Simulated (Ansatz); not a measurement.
Ansatz (a first-principles code) input (BHLYP/def2-TZVPD):

Ansatz 0.2 input:
```yaml
crystal:
  periodic: [false, false, false]
  atoms:
    - {symbol: C, position_ang: [-2.36108459, -0.30710393, 0.17542439]}
    - {symbol: B, position_ang: [-0.82854913, -0.10580046, 0.03927639]}
    - {symbol: I, position_ang: [0.47516275, -1.78734742, -0.17962402]}
    - {symbol: I, position_ang: [0.02561265, 1.85253229, 0.14185670]}
    - {symbol: H, position_ang: [-2.93358414, 0.55524533, -0.16768020]}
    - {symbol: H, position_ang: [-2.58264223, -0.42884390, 1.24397238]}
    - {symbol: H, position_ang: [-2.71561687, -1.20957385, -0.32355221]}
basis:
  gaussian:
    orbitals: def2-TZVPD
hamiltonian:
  xc: {name: BHLYP}
total_charge: 1
magnetization: {spin_polarized: true, initial_magnetization: 1}
```

End of the output:

```
integrals: 0.16 GiB planned
1577 factors; their error is unknown
0.34 GiB of the device are held for the grids
1.40 GiB of device memory are held for the factors and their scratch space
mean field: 1.42 GiB planned
mean field evaluation 1: about -17944.1223 eV, gradient 4.3e1 eV
mean field evaluation 2: about -17931.0832 eV, gradient 5.8e1 eV
mean field evaluation 4: about -17952.4261 eV, gradient 4.8e0 eV
mean field evaluation 8: about -17952.5539 eV, gradient 1.5e-1 eV
mean field evaluation 16: about -17953.5101 eV, gradient 1.5e-3 eV
mean field evaluation 32: about -17953.5101 eV, gradient 3.4e-5 eV
mean field -17953.51012907 eV, -659.7793279172 hartree, gradient 1.1e-5 eV, S^2 0.761116; 4 other end points of the search recorded, 0 dependent functions left out
reference -17953.51029472 eV, -659.7793340047 hartree; 32, 31 occupied and 187, 188 virtual orbitals, 1577 factors
Total energy: -17953.51029472 eV, -659.7793340047 hartree
```

This state (charge 1, doublet) is run at the relaxed geometry of the species with charge 0 and multiplicity 1.
